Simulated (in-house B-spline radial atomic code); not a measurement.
# Ionising Te III (Te2+) with different functionals

Computed with a radial B-spline atomic code at the basis-set limit: four-component Dirac-Coulomb Hamiltonian, Fermi nucleus of rms radius 4.7423 fm, spin-restricted, spherical fractional occupations for the functionals, and exact exchange of hybrids averaged over the configuration. The ionisation energy is the difference of two self-consistent energies, [Kr] 4d10 5s2 5p2 → [Kr] 4d10 5s2 5p1, without Breit or QED terms; ε is the level of the shell that loses the electron (mean over j). The electron is taken from both j subshells in proportion to 2j + 1, so the result is a j average, not the step between ground levels.

```json
{"method": "B97-1", "rung": "global hybrid", "ΔSCF (eV)": "?", "-ε(5p) (eV)": "?"}
{"method": "B3LYP", "rung": "global hybrid", "ΔSCF (eV)": "?", "-ε(5p) (eV)": "?"}
{"method": "PBE0", "rung": "global hybrid", "ΔSCF (eV)": "27.00", "-ε(5p) (eV)": "23.64"}
{"method": "CAM-B3LYP", "rung": "range-separated hybrid", "ΔSCF (eV)": "27.17", "-ε(5p) (eV)": "25.12"}
```

Q: What does B3LYP give?

A: ΔSCF 27.11 eV, and -ε(5p) = 23.45 eV.

Q: What does B97-1 give?

A: ΔSCF 26.90 eV, and -ε(5p) = 23.33 eV.

Q: Among the functionals, which spreads more, the ΔSCF values or the orbital energies?

A: The orbital energies: ΔSCF values span about 0.27 eV and the orbital energies 1.79 eV; here energy differences depend much less on the functional than eigenvalues do.

Q: How do they compare with the NIST value?

A: NIST lists 27.84 eV ± 0.04 (measured, ground level to ground level). Errors run from -0.94 to -0.67 eV. The correlated functionals all miss on the same side by more than they spread, so the cause is common to them (Breit-QED terms, spin polarisation, the choice among j levels, multiplet and fine-structure energies, or a listed next ion that isn't the cheapest removal here) and closeness doesn't rank the functionals.
